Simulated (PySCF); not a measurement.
**The 22-electron isoelectronic series, spin-free X2C**

Calculated with PySCF 2.14 from differences of total energies of unrestricted determinants, without spin-orbit coupling. Each ion has its own even-tempered basis scaled to its charge (21s14p11d5f5g for the first); frozen: [Ne]. Ionisation energies in eV.

```json
{"ion": "Cr²⁺", "configuration": "[Ar] 3d4 (5D)", "UHF": "29.676", "LDA": "31.941", "PBE": "31.511", "PBE0": "31.306", "r2SCAN": "31.057", "MP2 (outer shells)": "31.139", "NIST (with spin-orbit, Breit and QED)": "30.959 ± 0.025"}
{"ion": "Fe⁴⁺", "configuration": "[Ar] 3d4 (5D)", "UHF": "74.166", "LDA": "76.074", "PBE": "75.576", "PBE0": "75.542", "r2SCAN": "75.236", "MP2 (outer shells)": "75.442", "NIST (with spin-orbit, Breit and QED)": "75 ± 0.15 (s)"}
{"ion": "Zn⁸⁺", "configuration": "[Ar] 3d4 (5D)", "UHF": "203.27", "LDA": "204.82", "PBE": "204.23", "PBE0": "204.37", "r2SCAN": "203.99", "MP2 (outer shells)": "204.34", "NIST (with spin-orbit, Breit and QED)": "203 ± 2 (s)"}
{"ion": "Ga⁹⁺", "configuration": "[Ar] 3d4 (5D)", "UHF": "243.52", "LDA": "n/a", "PBE": "n/a", "PBE0": "n/a", "r2SCAN": "n/a", "MP2 (outer shells)": "244.56", "NIST (with spin-orbit, Breit and QED)": "244 ± 2.5 (t)"}
{"ion": "Ge¹⁰⁺", "configuration": "[Ar] 3d4 (5D)", "UHF": "286.90", "LDA": "n/a", "PBE": "n/a", "PBE0": "n/a", "r2SCAN": "n/a", "MP2 (outer shells)": "n/a", "NIST (with spin-orbit, Breit and QED)": "286 ± 3 (t)"}
{"ion": "Mo²⁰⁺", "configuration": "[Ar] 3d4 (5D)", "UHF": "890.56", "LDA": "891.38", "PBE": "890.58", "PBE0": "891.03", "r2SCAN": "890.48", "MP2 (outer shells)": "891.30", "NIST (with spin-orbit, Breit and QED)": "890 ± 4 (t)"}
{"ion": "Tc²¹⁺", "configuration": "[Ar] 3d4 (5D)", "UHF": "967.80", "LDA": "968.56", "PBE": "967.76", "PBE0": "968.22", "r2SCAN": "967.66", "MP2 (outer shells)": "968.54", "NIST (with spin-orbit, Breit and QED)": "968 ± 4 (t)"}
{"ion": "Ru²²⁺", "configuration": "[Ar] 3d4 (5D)", "UHF": "1048.1", "LDA": "1048.8", "PBE": "1048.0", "PBE0": "1048.4", "r2SCAN": "1047.9", "MP2 (outer shells)": "1048.8", "NIST (with spin-orbit, Breit and QED)": "1048 ± 4 (t)"}
{"ion": "Rh²³⁺", "configuration": "[Ar] 3d4 (5D)", "UHF": "1131.4", "LDA": "1132.0", "PBE": "1131.2", "PBE0": "1131.7", "r2SCAN": "1131.1", "MP2 (outer shells)": "1132.1", "NIST (with spin-orbit, Breit and QED)": "1131 ± 4 (t)"}
{"ion": "Pd²⁴⁺", "configuration": "[Ar] 3d4 (5D)", "UHF": "1217.8", "LDA": "1218.4", "PBE": "1217.6", "PBE0": "1218.1", "r2SCAN": "1217.5", "MP2 (outer shells)": "1218.5", "NIST (with spin-orbit, Breit and QED)": "1218 ± 4 (t)"}
```

Each ion has its own basis, which adds noise of up to about 0.1 % along the series.

NIST values marked (s) are semi-empirical, (t) theoretical. Open shells are high-spin determinants of the terms that Hund's rules give.

Spin-orbit coupling of the open shells is absent from the calculated values and included in NIST's; it grows fast with Z.
